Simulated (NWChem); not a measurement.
System: CH4FGaO; SMILES [CH3][Ga]([OH])[F]

The following NWChem deck was run.

```
start job
memory heap 200 mb stack 900 mb global 1100 mb
geometry units angstroms noautoz
  Ga     0.033199     0.007344     0.082151
  F     -1.287306    -1.000976     0.669521
  C     -0.105262     1.937082    -0.006198
  H      0.823162     2.369730    -0.402399
  H     -0.296608     2.343350     0.997646
  H     -0.945643     2.221265    -0.656070
  O      1.449605    -0.950041    -0.397558
  H      1.331332    -1.899052    -0.281567
end
basis spherical
  * library def2-svp
end
dft
  xc xpbe96 cpbe96
  iterations 150
  vectors input atomic output neutral.movecs
end
task dft energy
charge 1
dft
  odft
  mult 2
  vectors input atomic output cation.movecs
end
task dft energy
```

Output (shortened):

```
             Northwest Computational Chemistry Package (NWChem) 7.3.0
             --------------------------------------------------------

 C1  symmetry detected

                             Geometry "geometry" -> ""
                             -------------------------

 Output coordinates in angstroms (scale by  1.889725989 to convert to a.u.)

  No.       Tag          Charge          X              Y              Z
 ---- ---------------- ---------- -------------- -------------- --------------
    1 Ga                  31.0000     0.01138072     0.00200516    -0.00002639
    2 F                    9.0000    -1.48224314    -0.93316003     0.00001672
    3 C                    6.0000     0.01385884     1.93871877     0.00000755
    4 H                    1.0000     1.04371306     2.32018909    -0.00335888
    5 H                    1.0000    -0.50953539     2.31206406     0.89221915
    6 H                    1.0000    -0.51563288     2.31229830    -0.88848031
    7 O                    8.0000     1.45406992    -1.03315695     0.00001461
    8 H                    1.0000     1.25312870    -1.97532832     0.00012546

 Effective nuclear repulsion energy (a.u.)     288.4006847894

  pbe96 is a nonlocal functional; adding pw91lda local functional.

                                 NWChem DFT Module
                                 -----------------

 Summary of "ao basis" -> "ao basis" (spherical)
 ------------------------------------------------------------------------------
       Tag                 Description            Shells   Functions and Types
 ---------------- ------------------------------  ------  ---------------------
 Ga                         def2-svp                12       32   5s4p3d
 F                          def2-svp                 6       14   3s2p1d
 C                          def2-svp                 6       14   3s2p1d
 H                          def2-svp                 3        5   2s1p
 O                          def2-svp                 6       14   3s2p1d

            General Information
            -------------------
          SCF calculation type: DFT
          Wavefunction type:  closed shell.
          No. of atoms     :     8
          No. of electrons :    58
           Alpha electrons :    29
            Beta electrons :    29
          Charge           :     0
          Spin multiplicity:     1
          Use of symmetry is: off; symmetry adaption is: off
          Maximum number of iterations: 150
          AO basis - number of functions:    94
                     number of shells:    42
          Convergence on energy requested:  1.00D-06
          Convergence on density requested:  1.00D-05
          Convergence on gradient requested:  5.00D-04

              XC Information
              --------------
          PerdewBurkeErnzerhof Exchange Functional  1.000
            Perdew 1991 LDA Correlation Functional  1.000 local
           PerdewBurkeErnz. Correlation Functional  1.000 non-local

             Grid Information
             ----------------
          Grid used for XC integration:  medium
          Radial quadrature: Mura-Knowles
          Angular quadrature: Lebedev.
          Tag              B.-S. Rad. Rad. Pts. Rad. Cut. Ang. Pts.
          ---              ---------- --------- --------- ---------
          Ga                  1.30      112           8.0       590
          F                   0.50       49          11.0       434
          C                   0.70       49          11.0       434
          H                   0.35       45          12.0       434
          O                   0.60       49          11.0       434
          Grid pruning is: on
          Number of quadrature shells:   439
          Spatial weights used:  Erf1

      Superposition of Atomic Density Guess
      -------------------------------------

 Sum of atomic energies:       -2136.58145286

      Non-variational initial energy
      ------------------------------

 Total energy =   -2137.553037
 1-e energy   =   -3553.598804
 2-e energy   =    1127.645083
 HOMO         =      -0.408274
 LUMO         =      -0.024295

   convergence    iter        energy       DeltaE   RMS-Dens  Diis-err
 ---------------- ----- ----------------- --------- --------- ---------
 d= 0,ls=0.0,diis     1  -2139.4383916006 -2.43D+03  2.55D-02  1.14D+00
 d= 0,ls=0.0,diis     2  -2138.8677435989  5.71D-01  1.71D-02  6.96D+00
 d= 0,ls=0.0,diis     3  -2139.5695912872 -7.02D-01  2.12D-03  7.76D-02
 d= 0,ls=0.0,diis     4  -2139.5728606939 -3.27D-03  1.18D-03  3.28D-02
 d= 0,ls=0.0,diis     5  -2139.5749780874 -2.12D-03  4.77D-04  4.69D-03
  Resetting Diis
 d= 0,ls=0.0,diis     6  -2139.5753659712 -3.88D-04  1.43D-04  5.86D-04
 d= 0,ls=0.0,diis     7  -2139.5754211980 -5.52D-05  4.36D-05  6.88D-06
 d= 0,ls=0.0,diis     8  -2139.5754194462  1.75D-06  3.14D-05  2.22D-05
 d= 0,ls=0.0,diis     9  -2139.5754218636 -2.42D-06  3.80D-06  3.78D-07
 d= 0,ls=0.0,diis    10  -2139.5754218983 -3.47D-08  1.21D-06  1.75D-08

         Total DFT energy =    -2139.575421898285
      One electron energy =    -3555.536163828252
           Coulomb energy =     1228.088853590033
    Exchange-Corr. energy =     -100.528796449436
 Nuclear repulsion energy =      288.400684789369

 Numeric. integr. density =       58.000003476527

                       DFT Final Molecular Orbital Analysis
                       ------------------------------------

 Vector   27  Occ=2.000000D+00  E=-2.910232D-01
              MO Center=  8.8D-03, -6.3D-03, -1.4D-05, r^2= 3.8D+00
   Bfn.  Coefficient  Atom+Function         Bfn.  Coefficient  Atom+Function
  ----- ------------  ---------------      ----- ------------  ---------------
    37      0.315846  2 F  py                51     -0.284998  3 C  py
    79     -0.275745  7 O  px                 4      0.239894  1 Ga s
    36      0.223150  2 F  px                40     -0.209294  2 F  py
    54     -0.184086  3 C  py                82     -0.184826  7 O  px
    78     -0.167081  7 O  s                  3     -0.151438  1 Ga s

 Vector   28  Occ=2.000000D+00  E=-2.695170D-01
              MO Center=  3.2D-01, -4.9D-01,  4.1D-06, r^2= 3.5D+00
   Bfn.  Coefficient  Atom+Function         Bfn.  Coefficient  Atom+Function
  ----- ------------  ---------------      ----- ------------  ---------------
    79      0.446731  7 O  px                82      0.313488  7 O  px
    37      0.282661  2 F  py                36     -0.246232  2 F  px
    51     -0.218522  3 C  py                40     -0.200715  2 F  py
    39      0.170743  2 F  px                13      0.148766  1 Ga py
    54     -0.144227  3 C  py                18     -0.101166  1 Ga d -2

 Vector   29  Occ=2.000000D+00  E=-2.596667D-01
              MO Center=  1.2D+00, -9.8D-01,  2.4D-05, r^2= 1.3D+00
   Bfn.  Coefficient  Atom+Function         Bfn.  Coefficient  Atom+Function
  ----- ------------  ---------------      ----- ------------  ---------------
    81      0.591845  7 O  pz                84      0.437056  7 O  pz
    38      0.172203  2 F  pz                41     -0.127432  2 F  pz
    17      0.100189  1 Ga pz                14      0.097228  1 Ga pz
    21      0.081258  1 Ga d  1              11     -0.054893  1 Ga pz
    31     -0.049278  1 Ga d  1              19      0.038477  1 Ga d -1

 Vector   30  Occ=0.000000D+00  E=-3.996527D-02
              MO Center=  6.6D-02,  2.4D-02, -1.1D-03, r^2= 4.7D+00
   Bfn.  Coefficient  Atom+Function         Bfn.  Coefficient  Atom+Function
  ----- ------------  ---------------      ----- ------------  ---------------
     5      0.957061  1 Ga s                 49     -0.807227  3 C  s
    78     -0.386591  7 O  s                  4      0.354396  1 Ga s
    54      0.245814  3 C  py                 3     -0.241398  1 Ga s
    51      0.226758  3 C  py                35     -0.224530  2 F  s
    67      0.220865  5 H  s                 72      0.220013  6 H  s

 Vector   31  Occ=0.000000D+00  E=-3.382716D-02
              MO Center=  4.7D-02,  1.8D-02,  1.2D-03, r^2= 3.6D+00
   Bfn.  Coefficient  Atom+Function         Bfn.  Coefficient  Atom+Function
  ----- ------------  ---------------      ----- ------------  ---------------
    17      0.687585  1 Ga pz                14      0.473569  1 Ga pz
    81     -0.232462  7 O  pz                11     -0.223077  1 Ga pz
    84     -0.216123  7 O  pz                38      0.190265  2 F  pz
    67     -0.184682  5 H  s                 72      0.184581  6 H  s
    41     -0.160204  2 F  pz                66     -0.121322  5 H  s

 Vector   32  Occ=0.000000D+00  E= 4.249455D-02
              MO Center=  2.1D-01,  2.0D-02,  7.0D-04, r^2= 7.8D+00
   Bfn.  Coefficient  Atom+Function         Bfn.  Coefficient  Atom+Function
  ----- ------------  ---------------      ----- ------------  ---------------
    49      1.592546  3 C  s                 62     -0.627610  4 H  s
    91      0.600894  8 H  s                 78     -0.591180  7 O  s
    16     -0.563142  1 Ga py                67     -0.499982  5 H  s
    72     -0.498009  6 H  s                 15      0.453540  1 Ga px
     5     -0.316010  1 Ga s                 83      0.164799  7 O  py

     Multipole analysis of the density
     ---------------------------------

     L   x y z        total         alpha         beta         nuclear
     -   - - -        -----         -----         ----         -------
     0   0 0 0     -0.000000    -29.000000    -29.000000     58.000000

     1   1 0 0      0.201728      0.100864      0.100864      0.000000
     1   0 1 0      0.470867      0.235433      0.235433     -0.000000
     1   0 0 1      0.000154      0.000077      0.000077     -0.000000

     2   2 0 0    -29.410947    -85.909455    -85.909455    142.407963
     2   1 1 0     -1.725088      2.408401      2.408401     -6.541889
     2   1 0 1      0.000199     -0.000083     -0.000083      0.000365
     2   0 2 0    -21.714270   -116.035452   -116.035452    210.356634
     2   0 1 1      0.000156     -0.000315     -0.000315      0.000787
     2   0 0 2    -23.126332    -14.394062    -14.394062      5.661792

                                 NWChem DFT Module
                                 -----------------

            General Information
            -------------------
          SCF calculation type: DFT
          Wavefunction type:  spin polarized.
          No. of atoms     :     8
          No. of electrons :    57
           Alpha electrons :    29
            Beta electrons :    28
          Charge           :     1
          Spin multiplicity:     2
          Use of symmetry is: off; symmetry adaption is: off
          Maximum number of iterations: 150
          AO basis - number of functions:    94
                     number of shells:    42
          Convergence on energy requested:  1.00D-06
          Convergence on density requested:  1.00D-05
          Convergence on gradient requested:  5.00D-04

              XC Information
              --------------
          PerdewBurkeErnzerhof Exchange Functional  1.000
            Perdew 1991 LDA Correlation Functional  1.000 local
           PerdewBurkeErnz. Correlation Functional  1.000 non-local

             Grid Information
             ----------------
          Grid used for XC integration:  medium
          Radial quadrature: Mura-Knowles
          Angular quadrature: Lebedev.
          Tag              B.-S. Rad. Rad. Pts. Rad. Cut. Ang. Pts.
          ---              ---------- --------- --------- ---------
          Ga                  1.30      112           8.0       590
          F                   0.50       49          11.0       434
          C                   0.70       49          11.0       434
          H                   0.35       45          12.0       434
          O                   0.60       49          11.0       434
          Grid pruning is: on
          Number of quadrature shells:   439
          Spatial weights used:  Erf1

      Superposition of Atomic Density Guess
      -------------------------------------

 Sum of atomic energies:       -2136.58145286

 Renormalizing density from      58.00 to     57

      Non-variational initial energy
      ------------------------------

 Total energy =   -2114.833196
 1-e energy   =   -3492.329860
 2-e energy   =    1089.095979
 HOMO         =      -0.728730
 LUMO         =      -0.341023

[...]
```

Level: PBE/def2-SVP, vertical spin-unrestricted ions. Structure relaxed at the PBE0/def2-SVP level.
